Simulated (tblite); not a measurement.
Run record: molecular-dynamics run, `B(NC)(C)NC`.

Computed with GFN2-xTB (tblite), gas phase: Langevin dynamics at 300 K from the optimised GFN2-xTB geometry, time step 0.5 fs, friction 0.01 fs⁻¹, 2000 steps. The command runs a driver script over a list of jobs; the input below is this job's line of settings and its coordinates in Å. «temperature» is in K, «steps» counts time steps and «every» is the stride of the printed frames; «frames» go on to single points.

Command:
```bash
OMP_NUM_THREADS=1 python probes_run.py task.json out
```

Input:
```
{"job": {"kind": "md", "xc": "GFN2-xTB", "basis": "xTB", "temperature": 300, "steps": 2000, "every": 50, "frames": 5}, "charge": 0, "multiplicity": 1}
C     -1.945671    -1.370631     0.746735
N     -1.470801    -0.063272     0.364949
B     -0.181730     0.354225    -0.025143
C      0.037077     1.895397    -0.382097
N      0.881885    -0.560877    -0.100866
C      2.242756    -0.310598    -0.502617
H     -2.883414    -1.608509     0.234822
H     -2.122321    -1.437062     1.827767
H     -1.213682    -2.128254     0.475843
H     -2.189518     0.637491     0.451823
H     -0.877153     2.474075    -0.270988
H      0.376902     2.027129    -1.407745
H      0.786755     2.352426     0.261317
H      0.733274    -1.526374     0.148044
H      2.354319     0.734524    -0.776539
H      2.520675    -0.925995    -1.365937
H      2.943649    -0.531667     0.310722
```

Output:
```
t/fs     T/K      E/eV
    0.0   259.0   -521.11538
   25.0   210.1   -520.72297
   50.0   193.1   -520.56181
   75.0   292.5   -520.70726
  100.0   218.0   -520.64847
  125.0   227.2   -520.67702
  150.0   215.9   -520.65682
  175.0   252.0   -520.64027
  200.0   316.5   -520.66629
  225.0   264.2   -520.61214
  250.0   253.7   -520.55939
  275.0   241.3   -520.66351
  300.0   266.8   -520.61761
  325.0   316.3   -520.70908
  350.0   212.0   -520.57303
  375.0   382.1   -520.78445
  400.0   256.4   -520.62314
  425.0   293.6   -520.71822
  450.0   228.1   -520.58423
  475.0   298.2   -520.66241
  500.0   292.0   -520.50778
  525.0   222.6   -520.38819
  550.0   246.4   -520.46801
  575.0   239.3   -520.52235
  600.0   234.4   -520.55211
  625.0   295.2   -520.54431
  650.0   279.2   -520.60223
  675.0   277.7   -520.62653
  700.0   236.5   -520.41081
  725.0   396.2   -520.57266
  750.0   352.3   -520.39281
  775.0   320.5   -520.48498
  800.0   312.6   -520.40591
  825.0   400.5   -520.58905
  850.0   317.2   -520.55050
  875.0   331.0   -520.57566
  900.0   353.5   -520.30243
  925.0   410.2   -520.50726
  950.0   291.6   -520.40725
  975.0   292.5   -520.21127
 1000.0   396.5   -520.53080
```

E is the potential energy; T comes from the kinetic energy over all 3N coordinates.

**Question.** Sum up the printed frames.

**Answer.** 41 frames over 1000 fs. T runs from 193 K (50 fs) to 410 K (925 fs), with a mean of 285 K over all frames and 309 K from 500 fs on. E starts at -521.115 eV, peaks 0.904 eV above that at 975 fs, and averages 0.632 eV above it from 500 fs on.

**Question.** Give the last frame.

**Answer.** 1.17 Å rms from the start after alignment:
```
atom  x, y, z in Å
C1     -3.049   -0.622    1.563
N2     -2.706    0.685    1.172
B3     -1.450    1.138    0.910
C4     -1.254    2.664    0.427
N5     -0.262    0.397    1.086
C6      1.147    0.788    1.173
H7     -4.043   -0.875    1.278
H8     -2.945   -0.780    2.654
H9     -2.285   -1.280    1.110
H10    -3.521    1.190    1.132
H11    -0.398    3.107    0.971
H12    -2.069    3.314    0.661
H13    -1.029    2.840   -0.687
H14    -0.475   -0.584    1.379
H15     1.778   -0.062    0.925
H16     1.427    1.109    2.139
H17     1.286    1.536    0.373
```

**Question.** Estimate the wall time. Hardware: Arm Neoverse V1, one thread (shared host). And the peak memory of the process?

**Answer.** About 9.5 s, with 0.18 GiB resident at the peak, the Python interpreter and its libraries included.
